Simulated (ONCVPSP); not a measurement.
u(r) = r·R(r): atom against pseudo-atom (cobalt (Co))

Columns: radius, all-electron u(r) and pseudo u(r) of the 3s shell (level -103.98 eV) of cobalt in the configuration [Ne] 3s2 3p6 3d7 4s1 4p1; BLYP, scalar-relativistic, ONCV scheme, ONCVPSP 4.0.1.

```
r (bohr)  all-electron  pseudo
   0.082       -0.1049  0.2414
   0.165       -0.6712  0.4731
   0.248       -0.4316  0.6808
   0.330        0.1181  0.8531
   0.413        0.6442  0.9874
   0.495        1.0089  1.0773
   0.578        1.2080  1.1242
   0.660        1.2696  1.1295
   0.742        1.2395  1.0991
   0.825        1.1524  1.0387
   0.908        1.0363  0.9563
   0.990        0.9116  0.8615
   1.072        0.7884  0.7605
   1.155        0.6716  0.6583
   1.238        0.5663  0.5611
   1.320        0.4747  0.4732
   1.402        0.3953  0.3951
   1.485        0.3268  0.3267
   1.568        0.2689  0.2689
   1.650        0.2210  0.2210
   1.733        0.1807  0.1806
   1.815        0.1477  0.1476
   1.898        0.1201  0.1201
   1.980        0.0978  0.0977
   2.062        0.0794  0.0794
   2.145        0.0643  0.0643
```

Problem. How many radial nodes do the two functions have?

Solution. The all-electron 3s function has n − l − 1 = 2 (the table is too coarse to show those close to the nucleus); the pseudo-wave has 0, since the states of the same l below it are removed with the core.

Problem. At about which radius was the pseudo-wave matched?

Solution. 1.50 bohr. The columns agree to 0.0005 from 1.40 bohr on; several derivatives are matched, so the curves merge somewhat inside the radius.

Problem. Is the pseudo-wave norm-conserving?

Solution. Yes: the ONCV scheme keeps the norm inside the radius equal to the all-electron one, which fixes the energy derivative of the logarithmic derivative at the level.
